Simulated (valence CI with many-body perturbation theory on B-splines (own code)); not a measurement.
**E1 transitions of Ir71+**

Calculated by valence CI with perturbative core correlation (CI+MBPT): four valence electrons over a frozen Dirac-Fock core [He], a basis of 11 s, 11 p, 10 d, 8 f, 5 g, 2 h functions for each j, with the one-electron correlation potential Σ1 (screened to all orders), the two-electron term Σ2, the three-electron term Σ3, Breit, model QED; selected single and double excitations, second order for the rest, scaled by the run's own slope (own B-spline code, finite nucleus).

No measured spectrum was set against this ion. As an estimate, large intervals hold to a few tenths of a per cent, small ones and those within an open d or f shell to about a per cent. Among the levels kept, up to 1400 cm⁻¹ of a level comes from second order outside the variational space, and about a tenth of that is noise between levels of different J, which matters for small intervals.

Lines 201 to 250 of 600 in falling wavelength, among levels below 16146 eV, chosen from the strongest by gf and those to the six lowest levels. Wavelengths and rates use the calculated energies. Electric multipoles are in the length gauge, E1 and E2 with the static RPA response of the core. Weak lines are less certain than strong ones. Lines between different terms over intervals too small for the method are left out, as are lines whose strength nearly cancels. The highest levels of a list are the least certain.

Levels are named by their leading jj configuration (3d3/2^4 stands for four electrons in 3d with j = 3/2), which in mixed levels can hold well under half, so a name can repeat and another be missing. Letters in brackets count levels of one name in rising energy.

| λ vac (Å) | Upper | Lower | A (s⁻¹) | S (a.u.) |
| --- | --- | --- | --- | --- |
| 5.955 | (2s 2p1/2 2p3/2 3d3/2) J=1 [d] | (2s^2 2p1/2 3d3/2) J=1 | 1.38e+13 | 4.32e-03 |
| 5.954 | (2s 2p1/2 2p3/2 3d3/2) J=2 [d] | (2s^2 2p1/2 3d3/2) J=1 | 1.25e+13 | 6.53e-03 |
| 5.953 | (2s 2p3/2^2 3p3/2) J=2 [c] | (2s^2 2p3/2 3p3/2) J=2 | 1.56e+13 | 8.14e-03 |
| 5.953 | (2p1/2^2 2p3/2 3d5/2) J=4 | (2s 2p1/2^2 3d5/2) J=3 | 1.16e+13 | 1.08e-02 |
| 5.949 | (2s 2p1/2 2p3/2 3p1/2) J=0 | (2s^2 2p1/2 3p1/2) J=1 | 1.96e+13 | 2.04e-03 |
| 5.946 | (2p1/2 2p3/2^3) J=2 | (2s 2p1/2 2p3/2^2) J=1 [a] | 3.96e+12 | 2.05e-03 |
| 5.946 | (2s 2p1/2 2p3/2 3p1/2) J=1 [b] | (2s^2 2p1/2 3p1/2) J=1 | 1.89e+13 | 5.87e-03 |
| 5.945 | (2s 2p1/2 2p3/2 3s) J=1 [b] | (2s^2 2p1/2 3s) J=1 | 1.55e+13 | 4.81e-03 |
| 5.944 | (2s 2p1/2 2p3/2 3d3/2) J=3 [c] | (2s^2 2p1/2 3d3/2) J=2 | 1.54e+13 | 1.12e-02 |
| 5.940 | (2p1/2^2 2p3/2 3d3/2) J=2 | (2s 2p1/2^2 3d3/2) J=2 | 6.69e+12 | 3.46e-03 |
| 5.939 | (2s 2p1/2 2p3/2 3p1/2) J=2 [c] | (2s^2 2p1/2 3p1/2) J=1 | 1.71e+13 | 8.84e-03 |
| 5.939 | (2s 2p3/2^2 3p3/2) J=1 [c] | (2s^2 2p3/2 3p3/2) J=0 | 6.92e+12 | 2.15e-03 |
| 5.938 | (2s 2p1/2 2p3/2 3p1/2) J=1 [c] | (2s^2 2p1/2 3p1/2) J=0 | 1.80e+13 | 5.59e-03 |
| 5.937 | (2s 2p1/2 2p3/2 3d5/2) J=2 [c] | (2s^2 2p1/2 3d5/2) J=3 | 4.68e+12 | 2.42e-03 |
| 5.937 | (2s 2p1/2 2p3/2 3d3/2) J=1 [c] | (2s^2 2p1/2 3d3/2) J=2 | 1.59e+13 | 4.93e-03 |
| 5.934 | (2s 2p1/2 2p3/2 3d5/2) J=3 [d] | (2s^2 2p1/2 3d5/2) J=3 | 1.70e+13 | 1.23e-02 |
| 5.932 | (2s 2p3/2^2 3d3/2) J=2 [b] | (2s^2 2p3/2 3d3/2) J=1 | 5.61e+12 | 2.89e-03 |
| 5.928 | (2p1/2 2p3/2^2 3p1/2) J=1 [b] | (2s 2p1/2 2p3/2 3p1/2) J=2 [c] | 1.61e+13 | 4.96e-03 |
| 5.928 | (2p1/2 2p3/2^2 3s) J=1 [b] | (2s 2p1/2 2p3/2 3s) J=2 [c] | 1.58e+13 | 4.88e-03 |
| 5.925 | (2s 2p1/2 2p3/2 3d5/2) J=2 [c] | (2s^2 2p1/2 3d5/2) J=2 | 1.32e+13 | 6.75e-03 |
| 5.923 | (2p1/2 2p3/2^2 3s) J=0 | (2s 2p1/2 2p3/2 3s) J=1 [c] | 2.27e+13 | 2.33e-03 |
| 5.923 | (2s 2p1/2 2p3/2 3d5/2) J=2 [d] | (2s^2 2p1/2 3d5/2) J=3 | 1.43e+13 | 7.34e-03 |
| 5.923 | (2s 2p3/2^2 3d3/2) J=1 [b] | (2s^2 2p3/2 3d3/2) J=2 | 1.78e+13 | 5.48e-03 |
| 5.923 | (2p1/2^2 2p3/2 3d3/2) J=2 | (2s 2p1/2^2 3d3/2) J=1 | 6.11e+12 | 3.13e-03 |
| 5.921 | (2p1/2 2p3/2^2 3p1/2) J=1 [b] | (2s 2p1/2 2p3/2 3p1/2) J=1 [b] | 9.30e+12 | 2.86e-03 |
| 5.920 | (2s 2p3/2^2 3d3/2) J=3 [b] | (2s^2 2p3/2 3d3/2) J=3 | 1.97e+13 | 1.41e-02 |
| 5.920 | (2s 2p1/2 2p3/2 3d5/2) J=1 [c] | (2s^2 2p1/2 3d5/2) J=2 | 1.76e+13 | 5.41e-03 |
| 5.920 | (2s 2p1/2 2p3/2 3p3/2) J=2 [d] | (2s^2 2p1/2 3p3/2) J=2 | 1.57e+13 | 8.06e-03 |
| 5.920 | (2s 2p1/2 2p3/2 3p3/2) J=1 [c] | (2s^2 2p1/2 3p3/2) J=1 | 1.15e+13 | 3.55e-03 |
| 5.920 | (2p1/2^2 2p3/2 3p1/2) J=1 | (2s 2p1/2^2 3p1/2) J=0 | 8.84e+12 | 2.72e-03 |
| 5.919 | (2p1/2^2 2p3/2 3d5/2) J=3 | (2s 2p1/2^2 3d5/2) J=2 | 5.39e+12 | 3.86e-03 |
| 5.919 | (2s 2p3/2^2 3p3/2) J=0 | (2s^2 2p3/2 3p3/2) J=1 | 2.83e+13 | 2.89e-03 |
| 5.917 | (2p1/2 2p3/2^2 3p1/2) J=0 | (2s 2p1/2 2p3/2 3p1/2) J=1 [c] | 2.86e+13 | 2.93e-03 |
| 5.917 | (2s 2p1/2 2p3/2 3s) J=2 [c] | (2s^2 2p1/2 3s) J=1 | 1.66e+13 | 8.46e-03 |
| 5.917 | (2p1/2^2 2p3/2 3d3/2) J=3 | (2s 2p1/2^2 3d3/2) J=2 | 1.16e+13 | 8.28e-03 |
| 5.915 | (2s 2p1/2 2p3/2 3s) J=1 [c] | (2s^2 2p1/2 3s) J=0 | 1.45e+13 | 4.44e-03 |
| 5.914 | (2p1/2^2 2p3/2 3p1/2) J=2 | (2s 2p1/2^2 3p1/2) J=1 | 1.30e+13 | 6.64e-03 |
| 5.914 | (2s 2p3/2^2 3s) J=1 [b] | (2s^2 2p3/2 3s) J=1 | 2.45e+13 | 7.51e-03 |
| 5.910 | (2s 2p3/2^2 3d3/2) J=1 [c] | (2s^2 2p3/2 3d3/2) J=0 | 1.00e+13 | 3.06e-03 |
| 5.910 | (2s 2p3/2^2 3d5/2) J=3 [c] | (2s^2 2p3/2 3d5/2) J=2 | 6.80e+12 | 4.85e-03 |
| 5.908 | (2s 2p3/2^2 3s) J=1 [a] | (2s^2 2p3/2 3s) J=2 | 1.34e+13 | 4.10e-03 |
| 5.905 | (2s 2p3/2^2 3p3/2) J=3 [b] | (2s^2 2p3/2 3p3/2) J=3 | 2.16e+13 | 1.54e-02 |
| 5.904 | (2s 2p3/2^2 3p1/2) J=1 [b] | (2s^2 2p3/2 3p1/2) J=2 | 1.29e+13 | 3.92e-03 |
| 5.901 | (2s 2p3/2^2 3p1/2) J=1 [a] | (2s^2 2p3/2 3p1/2) J=1 | 2.35e+13 | 7.16e-03 |
| 5.900 | (2p1/2 2p3/2^2 3s) J=1 [b] | (2s 2p1/2 2p3/2 3s) J=1 [b] | 7.83e+12 | 2.38e-03 |
| 5.900 | (2s 2p3/2^2 3p1/2) J=2 [b] | (2s^2 2p3/2 3p1/2) J=2 | 2.49e+13 | 1.26e-02 |
| 5.899 | (2s 2p3/2^2 3d5/2) J=4 [b] | (2s^2 2p3/2 3d5/2) J=4 | 1.90e+13 | 1.73e-02 |
| 5.898 | (2s 2p3/2^2 3d3/2) J=2 [c] | (2s^2 2p3/2 3d3/2) J=3 | 1.77e+13 | 8.96e-03 |
| 5.897 | (2s 2p3/2^2 3p3/2) J=2 [b] | (2s^2 2p3/2 3p3/2) J=3 | 1.89e+13 | 9.55e-03 |
| 5.896 | (2s 2p3/2^2 3d3/2) J=1 [c] | (2s^2 2p3/2 3d3/2) J=1 | 8.47e+12 | 2.57e-03 |
